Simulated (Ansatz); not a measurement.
`F[SiH2]C1C[SiH2]1` + `OCF` → `FCO[SiH2]F` + `C1C[SiH2]1`  (ligand exchange at the Si–C bond)

Isolated molecules relaxed with PBE0-D4/def2-TZVP in Ansatz; ΔE leaves out vibrations. CCSD(T)/CBS is the MP2 limit (def2-TZVPP, def2-QZVPP) plus CCSD(T) − MP2 in def2-TZVPP, frozen cores. Functionals use def2-TZVPP. B3LYP here is the variant with VWN-RPA as its local correlation; programs differ in this. Each species was taken in one conformer, which may not be the lowest.

```
             level  ΔE (kJ/mol)  difference from CCSD(T)/CBS
         r2SCAN-D4        -79.8                         -1.1
           PBE0-D4        -71.7                          7.0
          B3LYP-D4        -82.3                         -3.6
           ωB97M-V        -79.8                         -1.1
            B2PLYP        -85.7                         -7.0
               PBE        -71.8                          6.9
            r2SCAN        -80.7                         -2.0
              PBE0        -74.5                          4.2
     HF/def2-TZVPP        -99.2                        -20.5
    MP2/def2-TZVPP        -79.2                         -0.5
SCS-MP2/def2-TZVPP        -83.7                         -5.0
     HF/def2-QZVPP       -100.4                        -21.7
    MP2/def2-QZVPP        -78.6                          0.1
SCS-MP2/def2-QZVPP        -83.2                         -4.5
     MP2/CBS(def2)        -77.6                          1.1
    CCSD/CBS(def2)        -81.6                         -2.9
       CCSD(T)/CBS        -78.7                            0
```

Largest T1 diagnostic among the species: 0.012.

In def2-TZVPP, CCSD(T) changes the Hartree–Fock value by +19.0 kJ/mol (the triples alone add +2.9 kJ/mol) and MP2 by +20.1 kJ/mol. The D4 term adds +4.9 kJ/mol with B3LYP and +2.8 kJ/mol with PBE0; it sums over pairs of atoms, weighted by their polarisabilities, and B3LYP, whose exchange is more repulsive, gets the larger term.
